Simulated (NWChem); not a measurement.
## Polarisability of OPb

```
Pb
O 1 1.9646
```
Charge 0, spin multiplicity 1.

All runs are NWChem calculations. The geometry was optimised at PBE/def2-SVP with def2 effective core potentials on Pb, a minimum by its harmonic frequencies.

Basis set: def2-SVPD. Static limit.

```
method                isotropic polarisability (bohr³)  difference from CCSD linear response
--------------------  --------------------------------  ------------------------------------
HF                                               41.41                                 -7.78
PBE                                              45.39                                 -3.79
B3LYP                                            44.14                                 -5.05
BHandHLYP                                        42.39                                 -6.80
CCSD linear response                             49.19                                  0.00
```

The values span 7.78 bohr³, from HF (lowest) to CCSD linear response (highest). 

Effective core potentials replace the inner electrons of Pb; spin-orbit coupling is left out. The correlated methods keep 5 core orbitals frozen. B3LYP has NWChem's definition, with VWN1-RPA local correlation. The structure started from a generated list of species. Differences from the coupled-cluster row are differences between methods, not errors against experiment.
